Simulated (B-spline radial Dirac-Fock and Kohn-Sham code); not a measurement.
Binding energies of Tb³⁺ in different valence configurations

Method: ΔSCF Dirac-Fock with Breit, self-energy and vacuum polarisation, finite nucleus, configuration average. Computed with an atomic code on a B-spline grid. Electron correlation is not included.

Reference: the tabulated ground configuration [Xe] 4f8, with 1s 52031.8 eV, 3p1/2 1806.9 eV, 3p3/2 1652.1 eV, 4p3/2 329.9 eV, 5p1/2 61.63 eV, 5p3/2 56.74 eV, Kα1 44479.1 eV, Kβ1 50379.7 eV, Lα1 6272.7 eV, Lβ2 7360.8 eV.

Shifts from the reference in eV.

| configuration | average energy | 1s | 3p1/2 | 3p3/2 | 4p3/2 | 5p1/2 | 5p3/2 | Kα1 | Kβ1 | Lα1 | Lβ2 |
| --- | --- | --- | --- | --- | --- | --- | --- | --- | --- | --- | --- |
| [Xe] 4f6 6s2 | +35.24 | +26.05 | +30.80 | +30.87 | +27.07 | +13.78 | +12.89 | -2.09 | -4.82 | -2.32 | +2.72 |
| [Xe] 4f7 5d1 | +9.04 | +8.82 | +10.99 | +11.03 | +9.45 | +4.03 | +3.71 | -0.82 | -2.21 | -1.20 | +0.92 |
| [Xe] 4f6 5d2 | +24.52 | +18.24 | +22.82 | +22.90 | +19.35 | +8.07 | +7.42 | -1.74 | -4.66 | -2.53 | +2.16 |
| [Xe] 4f7 6s1 | +12.50 | +12.45 | +14.73 | +14.76 | +13.11 | +6.80 | +6.37 | -1.00 | -2.31 | -1.11 | +1.14 |
| [Xe] 4f7 6p1 | +18.00 | +13.63 | +15.89 | +15.93 | +14.27 | +7.89 | +7.44 | -0.99 | -2.30 | -1.11 | +1.15 |
